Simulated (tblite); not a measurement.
Species: C7H11NSi2.
Geometry (GFN2-xTB, Å), atoms numbered from 1 in this order:
```xyz
21
C7H11NSi2 angstrom
C     -1.2648   -0.5309   -1.7265
Si    -0.1182    0.3242   -0.4767
C     -1.0257    1.0028    1.0489
Si    -1.9498   -0.3018    2.0899
C      1.1037    1.5501   -1.2478
C      2.3573    1.1011   -1.0955
C      2.5123   -0.1714   -0.4246
C      1.3758   -0.7732   -0.0161
C      1.3156   -2.0025    0.6267
N      1.2048   -3.0206    1.1529
H     -0.7282   -0.8377   -2.6190
H     -1.7101   -1.4161   -1.2839
H     -2.0696    0.1309   -2.0291
H     -1.7357    1.7586    0.7150
H     -0.3111    1.5192    1.6896
H     -2.9832   -0.9200    1.2557
H     -2.5943    0.3896    3.2115
H     -1.0110   -1.3031    2.5836
H      0.8887    2.4854   -1.7357
H      3.2372    1.6241   -1.4429
H      3.4974   -0.5914   -0.2765
```

All values are computed: GFN2-xTB (tblite) harmonic vibrations without scaling, gas phase. This tight-binding method is rough: wavenumbers can miss measured ones by several per cent, in bad cases by 10 to 20. Modes of hydrogen on silicon can be 10 to 20 % off. One conformer, not necessarily the lowest.

Harmonic wavenumbers (cm⁻¹): 31.0, 59.9, 86.6, 92.5, 105.3, 124.4, 130.9, 165.2, 170.6, 213.4, 316.1, 388.3, 423.1, 462.5, 493.5, 517.1, 530.9, 595.7, 631.4, 679.7, 693.3, 727.4, 750.8, 776.6, 786.2, 786.5, 793.0, 812.6, 828.9, 851.4, 870.9, 915.9, 1016.5, 1037.8, 1093.8, 1129.4, 1190.8, 1237.9, 1315.3, 1362.4, 1447.8, 1473.9, 1475.3, 1531.4, 1610.0, 2237.3, 2251.1, 2310.5, 2331.1, 2979.3, 2987.3, 3044.7, 3049.1, 3050.5, 3059.7, 3069.6, 3104.8.

A = 1179, B = 812.4, C = 614.3 MHz; mass 165.043 u (most abundant isotopes); point group C1, symmetry number 1.

Q: Zero-point energy?

A: ½Σν̃ = 33104 cm⁻¹ = 396.02 kJ/mol.

Q: Entropy at 273.15 K, 1 bar (ideal gas, RRHO, classical rotation)?

A: Translation 170.72, rotation 127.27, vibration 168.87: S = 466.9 J/(mol K).

Q: And Cp and H(273.15 K) − H(0)?

A: Cp = 195.27 J/(mol K), of which vibrations give 162.01 (their classical limit is 57 R = 473.9); H(273.15 K) − H(0) = 32.55 kJ/mol without the zero-point energy, 23.46 from vibrations.

Q: Which modes carry the vibrational entropy at 273.15 K?

A: 31.0 cm⁻¹: 23.39; 59.9 cm⁻¹: 17.94; 86.6 cm⁻¹: 14.91; 92.5 cm⁻¹: 14.37; 105.3 cm⁻¹: 13.32; 124.4 cm⁻¹: 11.98 J/(mol K); the other 51 give 72.96 together.

Q: Blend soft modes into free rotors: weight 1/[1 + (100 cm⁻¹/ν̃)⁴] for the oscillator and the rest for a rotor with moment μB/(μ + B), μ = h/(8π²ν), B = 10⁻⁴⁴ kg m². What vibrational entropy results?

A: 153.58 J/(mol K) in place of 168.87, which changes −T·S at 273.15 K by +4.18 kJ/mol.

Q: How do the functions run with temperature in this model?

A: 
| T (K) | S (J/(mol K)) | Cp (J/(mol K)) | H − H(0) (kJ/mol) | G − H(0) (kJ/mol) | ln q(vib) |
| --- | --- | --- | --- | --- | --- |
| 100 | 325.5 | 103.0 | 6.87 | -25.68 | 3.07 |
| 200 | 412.5 | 155.1 | 19.72 | -62.79 | 7.16 |
| 300 | 485.8 | 209.2 | 37.98 | -107.77 | 10.99 |
| 500 | 613.6 | 291.8 | 88.70 | -218.09 | 18.20 |
| 800 | 768.3 | 365.5 | 188.34 | -426.32 | 27.96 |
| 1000 | 853.5 | 397.2 | 264.77 | -588.70 | 33.77 |

q(vib) and H(0) count from the zero-point level.

Hindered rotation and anharmonicity are outside this model. Other conformers, if any are populated, would add a mixing term that is left out. The structure is chiral; the term R ln 2 for an equal mix with its mirror image is left out.

The run took 1.3 s of wall time on an Arm Neoverse V1 with one thread, shared host with 32 logical CPUs at a one-minute load of 22. The figure is for the frequency step alone.
